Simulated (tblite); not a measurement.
Species: C7H16Ge.
Structure used (GFN2-xTB), in Å, numbered top down from 1:
```
atom  x, y, z in Å
C1    -3.1798    0.8336    0.0054
C2    -1.7662    0.9702    0.5584
C3    -0.7030    0.4926   -0.4301
C4    -0.7017   -1.0377   -0.6415
C5     0.7378   -1.5066   -0.3923
C6     1.5882   -0.2550   -0.5955
Ge7    3.3938   -0.3853    0.1934
C8     0.7205    0.8274    0.0373
H9    -3.3987   -0.2021   -0.2428
H10   -3.2940    1.4320   -0.8959
H11   -3.9090    1.1734    0.7373
H12   -1.5775    2.0195    0.7995
H13   -1.6784    0.3966    1.4843
H14   -0.8810    0.9879   -1.3903
H15   -1.0115   -1.2806   -1.6582
H16   -1.3928   -1.5304    0.0420
H17    1.0305   -2.3228   -1.0530
H18    0.8428   -1.8533    0.6393
H19    1.6750   -0.0546   -1.6682
H20    3.3116   -0.6314    1.6669
H21    4.1906    0.8659   -0.0016
H22    4.1903   -1.5053   -0.3980
H23    1.0253    1.8343   -0.2493
H24    0.7756    0.7514    1.1273
```

Computed with GFN2-xTB (tblite): harmonic, unscaled wavenumbers at the GFN2-xTB geometry, gas phase. Against measured fundamentals such values can be off by several per cent, at times by over 20. Modes of hydrogen on germanium can be 10 to 20 % off. One conformer, not necessarily the lowest.

Harmonic wavenumbers (cm⁻¹): 31.3, 85.3, 93.0, 107.0, 159.8, 204.5, 223.9, 271.8, 368.4, 417.3, 428.3, 495.3, 522.6, 603.3, 731.3, 777.6, 809.8, 827.4, 860.1, 863.1, 875.5, 946.0, 960.2, 985.3, 1009.1, 1037.3, 1054.8, 1081.1, 1106.9, 1133.1, 1142.8, 1169.1, 1190.1, 1219.0, 1230.1, 1250.3, 1261.7, 1289.4, 1305.1, 1316.7, 1325.9, 1334.4, 1360.8, 1416.1, 1481.6, 1487.9, 1493.5, 1502.6, 1507.0, 1507.9, 1977.5, 2068.6, 2069.5, 2913.4, 2928.1, 2941.9, 2946.5, 2961.2, 2975.0, 2984.0, 2986.5, 2990.8, 3002.1, 3031.4, 3034.4, 3041.6.

A = 4217, B = 526.5, C = 491.1 MHz; mass 174.046 u (most abundant isotopes); point group C1, symmetry number 1.

**Question.** Zero-point energy?

**Answer.** ½Σν̃ = 45357 cm⁻¹ = 129.68 kcal/mol.

**Question.** What is S at 298.15 K and 1 bar for an ideal gas of classical rigid rotors and harmonic oscillators?

**Answer.** Translation 41.40, rotation 30.07, vibration 31.80: S = 103.3 cal/(mol K).

**Question.** And Cp and H(298.15 K) − H(0)?

**Answer.** Cp = 41.18 cal/(mol K), of which vibrations give 33.23 (their classical limit is 66 R = 131.2); H(298.15 K) − H(0) = 7.27 kcal/mol without the zero-point energy, 4.90 from vibrations.

**Question.** What must be added to the electronic energy to get the Gibbs energy at 298.15 K and 1 bar?

**Answer.** ZPE + [H(298.15 K) − H(0)] − T·S = 129.68 + 7.27 − 30.79 = 106.16 kcal/mol.

**Question.** Blend soft modes into free rotors: weight 1/[1 + (100 cm⁻¹/ν̃)⁴] for the oscillator and the rest for a rotor with moment μB/(μ + B), μ = h/(8π²ν), B = 10⁻⁴⁴ kg m². What vibrational entropy results?

**Answer.** 28.97 cal/(mol K) in place of 31.80, which changes −T·S at 298.15 K by +0.84 kcal/mol.

Hindered rotation and anharmonicity are outside this model. Other conformers, if any are populated, would add a mixing term that is left out. The structure is chiral; the term R ln 2 for an equal mix with its mirror image is left out.
